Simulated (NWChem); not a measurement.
# C$_{4}$H$_{4}$O$_{2}$; SMILES Oc1cocc1

```xyz
10

O     -0.1133    -2.0660     0.0000
C     -0.0317    -0.7208     0.0000
C      1.1426     0.0992     0.0000
C      0.6863     1.3853     0.0000
O     -0.6518     1.4154     0.0000
C     -1.0982     0.1354     0.0000
H      0.7748    -2.4340     0.0000
H      2.1817    -0.2257     0.0000
H      1.1945     2.3465     0.0000
H     -2.1719    -0.0213     0.0000
```
Atoms are numbered in this order, from 1.

Results from NWChem. Pople sets run with spherical d functions. Structure relaxed at the PBE0/def2-SVP level. B3LYP is NWChem's, with the RPA form of VWN correlation. Solvent water, SMD (1 M gas to 1 M solution), gas-phase geometry.

| level | basis functions | solvation free energy (kcal/mol) | cavity-dispersion-structure term (kcal/mol) | dipole in solution (D) | relative time |
|---|---|---|---|---|---|
| B3LYP/STO-3G | 34 | -0.9 | 4.8 | 2.01 | 1 |
| B3LYP/3-21G | 62 | -6.6 | 4.8 | 3.05 | 1 |
| B3LYP/6-31G* | 92 | -4.8 | 4.8 | 2.81 | 4 |
| B3LYP/6-31+G* | 116 | -5.7 | 4.8 | 3.01 | 9 |
| B3LYP/6-311G** | 132 | -5.0 | 4.8 | 2.85 | 9 |

Times are rough ratios from one shared machine.
